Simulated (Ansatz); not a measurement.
Consider the redistribution: `[SiH3][O][AlH][Br]` + `[F][Al]([F])[Br]` → `[Br][AlH][Br]` + `[F][Al]([F])[O][SiH3]`.

Computed with Ansatz on PBE0-D4/def2-TZVP structures; ΔE is electronic, products minus reactants. CCSD(T)/CBS is the MP2 limit (def2-TZVPP, def2-QZVPP) plus CCSD(T) − MP2 in def2-TZVPP, frozen cores. DFT in def2-TZVPP. HSE06 is defined as in plane-wave codes. For Br outer-core shells are correlated without core-valence functions, which leaves a few kJ/mol of doubt a bond. Scalar relativity is left out up to krypton. Each species was taken in one conformer, which may not be the lowest.

`[SiH3][O][AlH][Br]`:

Cartesian coordinates in Å:
```
Si -0.863 1.111 0.376
O -0.055 -0.064 -0.414
Al 0.979 -1.347 -0.699
Br 2.165 -2.170 1.025
H -0.625 1.019 1.841
H -0.405 2.439 -0.109
H -2.318 0.971 0.112
H 1.121 -1.959 -2.132
```

`[F][Al]([F])[Br]`:

```xyz
4

F     0.676    1.473   -0.535
Al    0.102    0.069    0.066
F     0.739   -0.516    1.449
Br   -1.517   -1.026   -0.980
```

`[Br][AlH][Br]`:

```xyz
4

Br    1.929    0.698   -0.657
Al   -0.145    0.062   -0.092
Br   -0.395   -1.357    1.625
H    -1.389    0.597   -0.877
```

`[F][Al]([F])[O][SiH3]`:

```xyz
8

F    -1.467   -1.046   -2.429
Al   -0.124   -0.376   -1.783
F     1.122   -0.044   -2.786
O    -0.029   -0.046   -0.162
Si    0.096    0.299    1.425
H    -1.232    0.701    1.956
H     1.058    1.414    1.623
H     0.576   -0.901    2.156
```

```csv
level,ΔE (kJ/mol),difference from CCSD(T)/CBS
r2SCAN-D4,0.1,1.6
B97M-V,2.6,4.1
CAM-B3LYP-D4,0.3,1.8
ωB97X-V,0.3,1.8
ωB97M-V,0.2,1.7
PBE-QIDH,-2.1,-0.6
PBE,0.0,1.5
revPBE,-0.5,1.0
r2SCAN0,-1.7,-0.2
HSE06,-1.8,-0.3
CAM-B3LYP,-0.3,1.2
CCSD(T)/def2-SVP,-2.2,-0.7
HF/def2-TZVPP,-3.5,-2.0
MP2/def2-TZVPP,-1.8,-0.3
SCS-MP2/def2-QZVPP,-1.7,-0.2
CCSD/CBS(def2),-2.1,-0.6
CCSD(T)/CBS,-1.5,0
```

Largest T1 diagnostic among the species: 0.012.

Leaving LDA and LC-ωPBE aside and taking each functional with its dispersion term where it has one, the values spread over 4.7 kJ/mol, from PBE-QIDH to B97M-V.
